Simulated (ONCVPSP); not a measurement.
## Before and after: ONCV potential for thulium (Tm)

ONCVPSP 4.0.1 input, shortened (lines: element, Z, core and valence counts, functional; n l f; lmax; l rc ep ncon nbas qcut; lloc lpopt rc5 dvloc0; l nproj debl; icmod fcfact rcfact), revPBE, scalar-relativistic:

```
  Tm 69.00   10    4  -102130      upf
    1    0    2.00
    2    0    2.00
    2    1    6.00
    3    0    2.00
    3    1    6.00
    3    2   10.00
    4    0    2.00
    4    1    6.00
    4    2   10.00
    4    3   12.00
    5    0    2.00
    5    1    6.00
    5    2    1.00
    6    0    2.00
    2
    0    1.65    0.00    4    7    5.60
    1    2.30    0.00    3    8    6.80
    2    2.90    0.00    4    9    4.80
    4    5    1.30    3.00
    0    2    1.30
    1    1    2.00
    2    2    0.90
    3    4.75    1.00
```

Change: core correction Teter function, fcfact 4.75, rcfact 1.9.

Cutoffs: the cutoffs (Ha) at which the residual kinetic energy of the hardest occupied pseudo-wave falls to 1 and 0.1 mHa per electron; they do not see the model core or the augmentation charge, which bear on the density cutoff. Errors are all-electron minus pseudo energies relative to the spin-unpolarised reference configuration.

**Question.** What does the change do?

**Answer.** The potential gets neither clearly harder nor softer (16 Ha and 42 Ha → 16 Ha and 42 Ha); of the 3 tests that both files solve, the error grows in 3 and shrinks in 0 by more than 15 % and 0.3 meV (median size 1.6 → 24.4 meV); neither file shows a bound ghost. A model core, the more so a compact one, raises the density cutoff, which this test does not measure.

```csv
quantity,base,changed
"cutoff, loose",16 Ha,16 Ha
"cutoff, tight",42 Ha,42 Ha
bound ghosts,none,none
GHOST(+) flags under 300 eV,s at 178.9 eV,s at 178.9 eV
"tests counted as reliable (solved cleanly; for ONCVPSP, near-neutral configurations with less than one 5d electron left out)",3 of 4,3 of 4
"error for 5s2 5p6 5d1 6s1, meV [ΔE 7.07 eV]",+1.6,-24
"error for 5s2 5p6 5d1 6s0, meV [ΔE 19.86 eV]",+27,-208
"error for 5s2 5p6 5d2 6s1, meV [ΔE 2.63 eV]",+1.5,-23
s: phases at 1.68 bohr within 0.05 rad from the reference energy up to (Ha; the scan ends near 5),to the end of the scan,to the end of the scan
p: phases at 2.33 bohr within 0.05 rad from the reference energy up to (Ha; the scan ends near 5),0.1,0.1
d: phases at 2.95 bohr within 0.05 rad from the reference energy up to (Ha; the scan ends near 5),4.0,4.0
"rms error of d²Exc/dni dnj with the model core, mHa",3.49,4.65
```
